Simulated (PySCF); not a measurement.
Species: CuF2 (doublet state).
Bonds: Cu1–F2, Cu1–F3.

Method: PBE0-D3(BJ)/def2-SVP geometry optimisation, gas phase in PySCF 2.14.0; unrestricted, density fitting, grid level 1; the optimiser is geomeTRIC in internal coordinates, started from a GFN2-xTB structure with every atom displaced at random (about 0.03 Å).

Step 0: E = -50051.6023 eV
```
atom  x, y, z in Å  |  force x, y, z in eV/Å
Cu1     0.0615   -0.0764    0.0123   -0.264   0.190  -1.547
F2     -0.0314   -0.0327    1.6937    0.094  -0.071   1.229
F3     -0.0466    0.0119   -1.7259    0.170  -0.119   0.318
```

Step 1: E = -50051.6429 eV
```
atom  x, y, z in Å  |  force x, y, z in eV/Å
Cu1     0.0393   -0.0617   -0.0022   -0.204   0.137  -0.366
F2     -0.0204   -0.0400    1.7144    0.096  -0.060   0.258
F3     -0.0352    0.0045   -1.7320    0.108  -0.078   0.108
```

Task: Estimate the geometry and energy of step 2. (The exact step hangs on the optimiser's Hessian estimate; all steps are aligned on step 1, rigid shifts and turns removed.)

Result: E = -50051.6535 eV, largest force 0.172 eV/Å
```
atom  x, y, z in Å  |  force x, y, z in eV/Å
Cu1     0.0144   -0.0454   -0.0086   -0.094   0.060   0.131
F2     -0.0080   -0.0482    1.7224    0.044  -0.024  -0.102
F3     -0.0228   -0.0036   -1.7337    0.050  -0.036  -0.029
```

The energy changes by -0.0106 eV. The first-order estimate −F·Δx gives -0.0152 eV and the mean of the old and new forces, exact on a quadratic surface, -0.0093 eV. The step makes an angle of 43° with the force vector and moves no atom by more than 0.030 Å.

The cost below is that of the whole optimisation. The run took 17 s wall on Intel Xeon Platinum 8488C, one thread, on a shared host, and the process peaked at 0.26 GiB of memory.
